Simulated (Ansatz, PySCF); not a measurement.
Bi(Et)(OH)2 (C2H7BiO2), SMILES C[CH2][Bi]([OH])[OH]. Atoms are numbered in the order given.

```xyz
12

Bi    -0.0326     0.1118     0.4736
C      0.3340    -1.6229    -1.0151
C     -0.0917    -1.2432    -2.4274
H     -0.2283    -2.4928    -0.6379
H      1.4082    -1.8625    -0.9461
H      0.4931    -0.3884    -2.8102
H     -1.1530    -0.9507    -2.4521
H      0.0501    -2.0741    -3.1399
O     -1.6694     0.8997    -0.6106
H     -1.3614     1.2284    -1.4690
O      1.4851     1.3005    -0.3902
H      1.7700     0.9196    -1.2341
```
Charge 0, spin multiplicity 1.

Geometry optimised at B3LYP-D3(BJ)/def2-SVP. The def2 effective core potentials stand for the cores of Bi; spin–orbit coupling is left out. Other conformers were not sampled.

Two levels are set side by side: PBE-D3(BJ)/def2-SVP (Ansatz, a first-principles code) and B3LYP-D3(BJ)/def2-SVP (Ansatz). Each level has its own optimised geometry; the coordinates shown are those of the second. Frequencies come from the Hessian of PySCF at each geometry. Differences are taken from unrounded values.

```csv
quantity,B3LYP-D3(BJ)
mean bond length (Å),1.411
bond Bi1–C2 (Å),2.315
bond Bi1–O9 (Å),2.116
bond Bi1–O11 (Å),2.112
bond C2–C3 (Å),1.523
bond C2–H4 (Å),1.102
bond C2–H5 (Å),1.103
bond C3–H6 (Å),1.104
bond C3–H7 (Å),1.101
bond C3–H8 (Å),1.104
bond O9–H10 (Å),0.969
bond O11–H12 (Å),0.969
highest harmonic wavenumber (cm⁻¹),3801
mean harmonic wavenumber (cm⁻¹),1311
zero-point energy (kcal/mol),56.23
```

Question: What does PBE-D3(BJ) give, and how far is it from B3LYP-D3(BJ)? (Estimate from the structure and the level; the computed values follow.)

Answer: 
| quantity | PBE-D3(BJ) | PBE-D3(BJ) minus B3LYP-D3(BJ) |
|---|---|---|
| mean bond length (Å) | 1.420 | 0.009 |
| bond Bi1–C2 (Å) | 2.326 | 0.011 |
| bond Bi1–O9 (Å) | 2.131 | 0.016 |
| bond Bi1–O11 (Å) | 2.130 | 0.017 |
| bond C2–C3 (Å) | 1.523 | 0.000 |
| bond C2–H4 (Å) | 1.110 | 0.008 |
| bond C2–H5 (Å) | 1.110 | 0.008 |
| bond C3–H6 (Å) | 1.112 | 0.008 |
| bond C3–H7 (Å) | 1.110 | 0.009 |
| bond C3–H8 (Å) | 1.111 | 0.008 |
| bond O9–H10 (Å) | 0.979 | 0.009 |
| bond O11–H12 (Å) | 0.978 | 0.010 |
| highest harmonic wavenumber (cm⁻¹) | 3684 | -117 |
| mean harmonic wavenumber (cm⁻¹) | 1278 | -33 |
| zero-point energy (kcal/mol) | 54.82 | -1.41 |

Exact exchange shortens and stiffens bonds; PBE has none. Differences between two approximate levels are no errors against the true value.
